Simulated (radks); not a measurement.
Spherical jellium clusters: N electrons in a uniform positive sphere of charge N and radius rs N^(1/3), rs = 2.04 bohr. Calculated with a radial shooting solver with Libxc functionals: non-relativistic Kohn-Sham, PBEsol, spin-polarised, spherical densities. Levels are named by radial order and angular momentum (1s, 1p, 1d, 2s, ...), and open shells are averaged over m. Each electron was tried in the lowest free levels, single moves between levels near the top were tried too, and the lowest total energy was kept; such a search can miss a lower state. Energies include the self-energy of the background; IP and EA are vertical (highest electron removed, lowest free level filled), at fixed background; spill-out counts the electrons outside the background radius R, and alpha is the static dipole polarisability from linear response (closed shells only). A dash means not computed or, for alpha, an open shell; in EA it means that no bound solution was reached, which is typical of self-interaction and does not show that the anion is unstable. Real open-shell clusters deform, which this model forbids.

\begin{tabular}{lrrrrrrrr}
N & open shells & 2S & E/N (eV) & E(N+1) + E(N-1) - 2E(N) (eV) & IP (eV) & EA (eV) & -e(HOMO) (eV) & spill-out (e) \\ \hline
1 & 1s(up 1, down 0) & 1 & 0.219 & - & - & - & 4.377 & 0.62 \\
2 & none & 0 & -0.610 & 2.910 & 8.444 & - & 5.213 & 0.88 \\
3 & 1p(up 1, down 0) & 1 & 0.084 & -1.110 & 4.806 & - & 2.403 & 1.34 \\
4 & 1p(up 2, down 0) & 2 & 0.153 & -1.105 & 6.201 & - & 3.532 & 1.65 \\
5 & 1p(up 3, down 0) & 3 & -0.026 & 0.521 & 7.076 & - & 4.339 & 1.87 \\
6 & 1p(up 3, down 1) & 2 & -0.059 & -1.048 & 6.258 & - & 3.856 & 2.08 \\
7 & 1p(up 3, down 2) & 1 & -0.232 & -0.773 & 7.135 & 2.293 & 4.622 & 2.25 \\
8 & none & 0 & -0.458 & 3.561 & 7.711 & - & 5.177 & 2.39 \\
9 & 2s(up 1, down 0) & 1 & -0.239 & -0.379 & 3.963 & - & 2.277 & 2.82 \\
10 & 1d(up 2, down 0) & 2 & -0.101 & -0.647 & 4.588 & - & 2.470 & 2.93 \\
11 & 1d(up 3, down 0) & 3 & -0.047 & -0.519 & 5.154 & - & 3.007 & 3.13 \\
12 & 1d(up 4, down 0) & 4 & -0.045 & -0.475 & 5.617 & - & 3.458 & 3.31 \\
13 & 1d(up 5, down 0) & 5 & -0.080 & 0.210 & 6.005 & - & 3.844 & 3.46 \\
14 & 1d(up 5, down 0) 2s(up 1, down 0) & 6 & -0.096 & 0.248 & 5.696 & - & 3.754 & 3.77 \\
15 & 1d(up 5, down 1) 2s(up 1, down 0) & 5 & -0.092 & -0.512 & 5.602 & - & 3.596 & 3.91 \\
16 & 1d(up 5, down 2) 2s(up 1, down 0) & 4 & -0.121 & -0.613 & 6.020 & 2.073 & 3.998 & 4.03 \\
17 & 1d(up 5, down 4) & 1 & -0.183 & -0.364 & 6.377 & 2.380 & 4.332 & 4.00 \\
18 & none & 0 & -0.258 & 0.131 & 6.654 & 2.369 & 4.616 & 4.11 \\
19 & 2s(up 1, down 0) & 1 & -0.318 & 0.295 & 6.446 & 2.238 & 4.510 & 4.34 \\
20 & none & 0 & -0.357 & 2.501 & 6.196 & - & 4.350 & 4.60 \\
21 & 1f(up 1, down 0) & 1 & -0.274 & -0.336 & 3.779 & - & 1.959 & 4.77 \\
22 & 1f(up 2, down 0) & 2 & -0.213 & -0.319 & 4.127 & - & 2.306 & 4.93 \\
23 & 1f(up 3, down 0) & 3 & -0.172 & -0.302 & 4.434 & - & 2.613 & 5.08 \\
24 & 1f(up 4, down 0) & 4 & -0.147 & -0.285 & 4.708 & - & 2.889 & 5.21 \\
25 & 1f(up 5, down 0) & 5 & -0.135 & - & 4.955 & - & 3.140 & 5.33 \\
\end{tabular}

All shells are closed at N = 2, 8, 18, 20 (there: 1s2 1p6 1d10 2s2); the second difference of the energy has clear peaks (12 % above both neighbours; the first and last values, which can be the largest, are not judged, and half-filled shells can peak too) at N = 5, 8, 14, 20.
